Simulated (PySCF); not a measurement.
C4H10O2Zn2, SMILES [CH3][Zn][O]CC[O][Zn][CH3].

The structure is a stationary point at B3LYP-D3(BJ)/def2-SVP. One conformer was computed; it need not be the lowest.

Two levels are set side by side: PBE/def2-SVP (PySCF) and M06-2X/def2-SVP (PySCF). Same geometry, gas phase. Differences are taken from unrounded values.

```
quantity                     M06-2X
---------------------------  ------
orbital gap (eV)               7.42
highest occupied level (eV)   -7.63
lowest empty level (eV)       -0.21
dipole moment (D)              4.85
mean polarisability (bohr³)    85.3
```

What does PBE give, and how far is it from M06-2X? (An estimate is asked for; the answer gives what the named calculation found.)


```csv
quantity,PBE,PBE minus M06-2X
orbital gap (eV),3.12,-4.29
highest occupied level (eV),-4.57,3.06
lowest empty level (eV),-1.45,-1.24
dipole moment (D),4.69,-0.16
mean polarisability (bohr³),94.6,9.4
```

Without exact exchange PBE keeps part of each electron's self-repulsion, which lifts occupied levels and narrows the gap. Loosely held outer electrons make PBE densities more polarisable. Differences between two approximate levels are no errors against the true value.

Rough cost on one machine, each run with all the roots and properties that it gave: M06-2X against PBE about 3 times.
